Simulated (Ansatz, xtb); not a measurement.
## Relative energy of two isomers of C3H3BrF2

Structure a is `FC(F)/C=C/Br`, a singlet and structure b is `FC(F)/C=C\Br`, a singlet. Both are isolated molecules in the gas phase, relaxed with B3LYP/def2-SVP; the shapes shown needn't be the lowest conformers.

a (Å):

| atom | x (Å) | y (Å) | z (Å) |
| --- | --- | --- | --- |
| C | -1.2147 | -0.8706 | 0.0639 |
| C | -1.1288 | 0.0221 | 1.2683 |
| C | -1.0160 | 1.3456 | 1.1670 |
| Br | -0.8988 | 2.5011 | 2.6569 |
| F | -1.2763 | -0.1497 | -1.0863 |
| F | -2.3370 | -1.6395 | 0.1409 |
| H | -0.3493 | -1.5559 | -0.0113 |
| H | -1.1583 | -0.4855 | 2.2366 |
| H | -0.9825 | 1.8639 | 0.2073 |

b (Å):

```xyz
9

C    -2.7264    1.5895   -1.0831
C    -1.3264    1.3559   -0.6108
C    -0.9263    0.5092    0.3380
Br   -2.0571   -0.6339    1.3465
F    -2.8025    1.3333   -2.4191
F    -3.0512    2.9010   -0.9075
H    -3.4737    0.9694   -0.5629
H    -0.5656    1.9605   -1.1172
H     0.1227    0.4032    0.6201
```

Q: Estimate which is lower in electronic energy at CCSD(T)/def2-SVP + ΔMP2/def2-TZVPP, and by roughly how much.

A: Too close to call at this level: CCSD(T)/def2-SVP + ΔMP2/def2-TZVPP gives E(b) − E(a) = +0.03 kcal/mol.

Level by level:

| level | geometry | E(b) − E(a) (kcal/mol) | departure from the last row (kcal/mol) | job, with rough time for the two |
| --- | --- | --- | --- | --- |
| GFN2-xTB | GFN2-xTB | +0.35 | +0.32 | optimisation, 0.15 s |
| HF/STO-3G | GFN2-xTB | +0.51 | +0.48 | single point, 0.72 s |
| r2SCAN-D4/def2-SVP | GFN2-xTB | +0.41 | +0.38 | single point, 3.9 s |
| B3LYP/def2-SVP | B3LYP/def2-SVP | +0.46 | +0.44 | optimisation, 46 s |
| HF/def2-SVP | B3LYP/def2-SVP | +0.85 | +0.82 | part of the CCSD(T) run |
| MP2/def2-SVP | B3LYP/def2-SVP | +0.63 | +0.60 | part of the CCSD(T) run |
| CCSD(T)/def2-SVP | B3LYP/def2-SVP | +0.64 | +0.61 | single point |
| CCSD(T)/def2-SVP + ΔMP2/def2-TZVPP | B3LYP/def2-SVP | +0.03 |  | single point, 66 s |

As drawn, both hold the same kinds of bond in the same numbers.

The largest departure from CCSD(T)/def2-SVP + ΔMP2/def2-TZVPP is that of HF/def2-SVP, 0.82 kcal/mol. The last row adds to CCSD(T) the change of the MP2 difference between the two basis sets, here −0.61 kcal/mol.

With thermal terms from frequencies at re-optimised GFN2-xTB minima (ideal gas, soft modes damped towards free rotors, one conformer each, 298.15 K, 1 atm): on the last row, ΔE + ΔZPE = +0.15, ΔH = +0.04, ΔG = +0.36 kcal/mol.

The correlated steps freeze 14 core orbitals; the filled d shell of Br is correlated, in a basis made for valence electrons. Programs: Ansatz 0.2.0, xtb 6.7.1; the last row on 2 threads of Intel(R) Xeon(R) Processor on a shared host.
